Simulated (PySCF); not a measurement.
# Molecular orbitals of TlCl

r²SCAN at R = 2.562 Å; basis Tl def2-SVPD with ECP60, Cl def2-SVPD; scalar-relativistic core potentials; PySCF 2.14. State: ¹Σ⁺ (singlet), closed shell. Only the outer orbitals are listed, counted within each symmetry, core potentials removing the inner ones.

| orbital | occ. | ε (eV) | on Tl (%) | main shells (%) |
| --- | --- | --- | --- | --- |
| 8σ | 2 | -10.62 | 79 | 79 Tl s, 18 Cl p |
| 4π | 2 | -6.82 | 3 | 97 Cl p |
| 4π | 2 | -6.82 | 3 | 97 Cl p |
| 9σ | 2 | -6.80 | 32 | 68 Cl p, 16 Tl s, 15 Tl p |
| 5π | 0 | -2.26 | 98 | 97 Tl p |
| 5π | 0 | -2.26 | 98 | 97 Tl p |
| 10σ | 0 | -0.38 | 94 | 87 Tl p, 9 Cl p |

Q: Which are the highest filled and the lowest empty level, where do they sit, and how wide is the gap?

A: Highest filled 9σ at -6.80 eV (in %: 68 Cl p, 16 Tl s, 15 Tl p); lowest empty 5π at -2.26 eV (in %: 97 Tl p); the gap at r²SCAN is 4.54 eV.

| Quantity | Value |
| --- | --- |
| bond order (Mayer) | 0.68 |
| ⟨S²⟩ | 0.000 |
| charge on Tl (Mulliken, basis-dependent) | 0.68 |
| charge on Tl (Löwdin, basis-dependent) | 0.52 |
| dipole moment (positive dipole means Tl(−)Cl(+)) | -4.97 D |

These are scalar-relativistic numbers at best; spin–orbit coupling would shift them, the dissociation energy most.
